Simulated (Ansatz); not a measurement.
Consider the isomerisation: `CC1=C(C)B1` → `BC(C)=C=C`.

Computed with Ansatz on PBE0-D4/def2-TZVP structures; ΔE is electronic, products minus reactants. CBS: MP2 limit from def2 TZ/QZ plus the TZ coupled-cluster correction, frozen cores. DFT in def2-TZVPP.

(1) Is it downhill or uphill in electronic energy at CCSD(T)/CBS, and by how much? (An estimate is asked.)

(2) What do these levels give: PBE0-D4, ωB97X-V, r2SCAN, MP2/def2-TZVPP, CCSD(T)/def2-TZVPP, MP2/def2-QZVPP? (Best estimate.)

Largest T1 diagnostic among the species: 0.012.

Results:

(1) Computed: Uphill: ΔE = +0.74 eV.

(2) The calculation gave: PBE0-D4 0.91, ωB97X-V 0.90, r2SCAN 0.79, MP2/def2-TZVPP 0.85, CCSD(T)/def2-TZVPP 0.71, MP2/def2-QZVPP 0.87 eV.

From PBE to PBE0 (25 % exact exchange), in def2-TZVPP and without D4, ΔE moves by +0.14 eV.
